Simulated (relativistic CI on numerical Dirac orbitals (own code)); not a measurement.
# Cl+: calculation against measurement

Calculated at this level of theory: Dirac-Coulomb-Breit CI, KLI orbitals optimised for each configuration, model QED (radiative potential, 1s self-energy scaled to tabulated hydrogen-like ionisation energies), valence Slater integrals scaled by 0.85, configuration energies shifted to the measured levels that pair with them (semi-empirical) (own radial code, finite nucleus).

Configurations in the expansion (outside the closed core [Ne]): 3s²3p⁴, 3s3p⁵, 3s²3p³4s, 3s²3p³3d, 3s²3p³4p, 3s²3p³5s, 3s²3p³4d, 3p⁶, 3s²3p²3d², 3s3p⁴3d, 3s²3p³5p, 3s²3p³4f, 3s²3p²4s², 3s²3p³5d, 3s²3p²3d4s, 3s²3p³5f, 3s²3p³5g, 3s²3p²4s4p, 3s²3p²3d4p, 3p⁴3d², 3s²3p²4p², 3s3p⁴4s. Levels of other configurations are missing.

```csv
Configuration,Term (tabulated),J,Measured (cm⁻¹),Computed,Error,Purity (%)
3s²3p⁴,3P,2,0.0,0,0,97
3s²3p⁴,3P,1,696.0,685,-11,97
3s²3p⁴,3P,0,996.5,980,-17,97
3s²3p⁴,1D,2,11653.6,11920,266,97
3s²3p⁴,1S,0,27878.0,25792,-2086,94
3s3p⁵,3P°,2,93367.6,93370,3,71
3s3p⁵,3P°,1,93999.9,94003,4,71
3s3p⁵,3P°,0,94333.8,94337,3,71
3s²3p³4s,5S°,2,107879.7,106749,-1131,99
3s²3p³3d,5D°,4,110296.8,108788,-1509,99
3s²3p³3d,5D°,3,110297.7,108795,-1503,99
3s²3p³3d,5D°,2,110300.6,108802,-1499,99
3s²3p³3d,5D°,1,110303.1,108807,-1496,99
3s²3p³3d,5D°,0,110304.5,108810,-1494,99
3s²3p³4s,3S°,1,112609.4,111189,-1420,99
3s²3p³3d,1P°,1,115657.8,115158,-500,63
3s²3p³3d,3D°,2,119800.3,119960,160,98
3s²3p³3d,3D°,3,119811.2,119974,163,98
3s²3p³3d,3D°,1,119843.3,120002,159,98
3s²3p³3d,1S°,0,125245.9,127255,2009,99
3s²3p³3d,3F°,2,126033.5,126131,98,98
3s²3p³3d,3F°,3,126220.7,126311,90,98
3s²3p³3d,3F°,4,126458.1,126537,79,98
3s²3p³4s,3D°,1,126726.7,126729,3,98
3s²3p³4s,3D°,2,126745.0,126745,0,98
3s²3p³4s,3D°,3,126784.4,126780,-5,99
3s²3p³4p,5P,1,128623.0,127713,-910,99
3s²3p³4p,5P,2,128663.6,127752,-912,99
3s²3p³4p,5P,3,128730.8,127815,-916,99
3s²3p³4s,1D°,2,129067.0,128854,-213,97
3s²3p³4p,3P,1,131756.1,130813,-943,99
3s²3p³4p,3P,2,131768.7,130826,-943,99
3s²3p³4p,3P,0,131769.4,130823,-946,99
3s²3p³3d,3G°,3,132164.1,131694,-470,99
3s²3p³3d,3G°,4,132175.1,131697,-479,99
3s²3p³3d,3G°,5,132193.1,131705,-489,100
3s²3p³3d,1G°,4,134393.3,134507,113,100
3s²3p³4s,3P°,0,137771.8,138901,1129,95
3s²3p³4s,3P°,1,137806.1,138940,1134,95
3s²3p³4s,3P°,2,137879.4,139009,1130,78
3s²3p³3d,1D°,2,138624.7,139087,462,78
3s²3p³3d,3D°,1,140741.8,140252,-490,84
3s²3p³3d,3D°,2,141011.6,140491,-521,83
3s²3p³3d,3D°,3,141351.1,140778,-574,81
3s²3p³3d,3F°,4,143998.1,144513,515,99
3s²3p³3d,3F°,3,144176.4,144691,514,99
3s²3p³3d,3F°,2,144345.6,144858,513,99
3s²3p³3d,3P°,0,145175.5,145781,605,96
3s²3p³3d,3P°,1,145421.2,146011,589,95
3s²3p³4p,1P,1,145470.2,145901,431,86
3s²3p³3d,3P°,2,146014.8,146604,589,96
3s²3p³4p,3D,1,146331.8,146577,245,86
3s²3p³4p,3D,2,146335.5,146564,229,97
3s²3p³4p,3D,3,146470.6,146687,217,96
3s²3p³4p,3F,2,147055.6,147239,184,97
3s²3p³4p,3F,3,147127.6,147307,179,96
3s²3p³4p,3F,4,147200.2,147377,176,99
3s²3p³4p,1F,3,147607.4,147730,123,99
3s²3p³4p,3P,2,149800.1,149809,9,93
3s²3p³4p,3P,1,149954.2,149946,-8,93
3s²3p³4p,3P,0,150020.9,150005,-16,93
3s²3p³3d,3D° †,3,150683.4,150605,-78,64
3s²3p³3d,3S°,1,150813.1,149952,-861,87
3s²3p³3d,3D° †,2,151020.1,150739,-281,67
3s²3p³3d,1F°,3,151094.1,151476,382,84
3s²3p³3d,3D°,1,151135.3,150806,-329,65
3s²3p³5s,5S°,2,152234.9,152040,-195,100
3s²3p³4p,1D,2,153258.6,153215,-44,97
3s²3p³5s,3S°,1,153635.0,153830,195,96
3s²3p³4d,5D°,0,154618.1,154620,2,98
```

Measured levels from NIST Handbook of Basic Atomic Spectroscopic Data (Sansonetti and Martin, J. Phys. Chem. Ref. Data 34, 1559 (2005)); pairs were made by configuration, J and term (by order where the table uses no LS term), so strongly mixed levels may be paired wrongly.

Mean error by configuration (cm⁻¹): 3s²3p⁴ -462; 3s3p⁵ 3; 3s²3p³4s 70; 3s²3p³3d -172; 3s²3p³4p -214; 3s²3p³5s 0; 3s²3p³4d 2. Over the excited levels the mean absolute error is 532 cm⁻¹ (73 of the 74 excited levels that our extract of the source holds in range could be paired, and the others can miss by more), and the median relative error of those above 1,000 cm⁻¹ is 0.35 %, both after the shifts were fitted to these levels, so that a configuration with one level shows no error. † marks terms whose computed intervals miss the measured ones by more than a factor of 2.5, or configurations far off the rest, from wrong mixing, a near crossing or a doubtful label or measurement; they are left out of the means.

Transition probabilities of persistent lines. The last column rescales the computed rate by the cube of measured over computed energy:

```tsv
λ measured (Å)	Lower	Upper	A tabulated (s⁻¹)	A computed	A rescaled
1063.83 vacuum	3s²3p⁴ ³P2	3s3p⁵ ³P°1	4.90e+07	3.75e+07	3.75e+07
1067.94 vacuum	3s²3p⁴ ³P1	3s3p⁵ ³P°0	1.17e+08	9.02e+07	9.01e+07
1071.04 vacuum	3s²3p⁴ ³P2	3s3p⁵ ³P°2	8.70e+07	6.66e+07	6.66e+07
1071.77 vacuum	3s²3p⁴ ³P1	3s3p⁵ ³P°1	2.90e+07	2.25e+07	2.25e+07
1075.23 vacuum	3s²3p⁴ ³P0	3s3p⁵ ³P°1	3.80e+07	2.98e+07	2.98e+07
1079.08 vacuum	3s²3p⁴ ³P1	3s3p⁵ ³P°2	2.80e+07	2.21e+07	2.21e+07
3850.99 air	3s²3p³4p ⁵P2	3s²3p³4d ⁵D°3	1.80e+08	1.88e+08	1.69e+08
3851.37 air	3s²3p³4p ⁵P2	3s²3p³4d ⁵D°2	1.60e+08	1.64e+08	1.48e+08
4132.50 air	3s²3p³4s ¹D°2	3s²3p³4p ¹D2	1.60e+08	1.50e+08	1.47e+08
4794.55 air	3s²3p³4s ⁵S°2	3s²3p³4p ⁵P3	1.04e+08	1.09e+08	1.06e+08
4810.06 air	3s²3p³4s ⁵S°2	3s²3p³4p ⁵P2	9.90e+07	1.08e+08	1.04e+08
4904.78 air	3s²3p³4s ³D°2	3s²3p³4p ³F3	8.10e+07	9.92e+07	9.66e+07
4917.73 air	3s²3p³4s ³D°1	3s²3p³4p ³F2	7.50e+07	9.39e+07	9.14e+07
5078.26 air	3s²3p³4s ³D°3	3s²3p³4p ³D3	7.70e+07	9.29e+07	8.99e+07
5392.12 air	3s²3p³4s ¹D°2	3s²3p³4p ¹F3	1.00e+08	8.38e+07	7.94e+07
```

Configurations whose levels could be paired with our table of measured levels were shifted onto them, all but the ground configuration, by the median error of their levels; single terms can still be off by 1,000 to 2,000 cm⁻¹ or more, and rates follow the energies as ν³ (E1, M1) or ν⁵ (E2). The others borrow a shift and can be off by several thousand cm⁻¹ or more. The fine structure of a lone outer electron comes out too small, for d and f at times inverted, and misplaced configurations move strength between like terms. 73 of the 74 excited levels that our extract of the measured tables holds in this range could be paired (the sources list more); they are missed by 493 cm⁻¹ on average and 2086 at most, after the shifts were fitted to these levels, and levels without a partner can miss by more.

Shifts applied (cm⁻¹): 3s²3p⁴ 0; 3s3p⁵ -12326; 3s²3p³4s -10326; 3s²3p³3d -11327; 3s²3p³4p -9814; 3s²3p³5s -9452; 3s²3p³4d -8955.
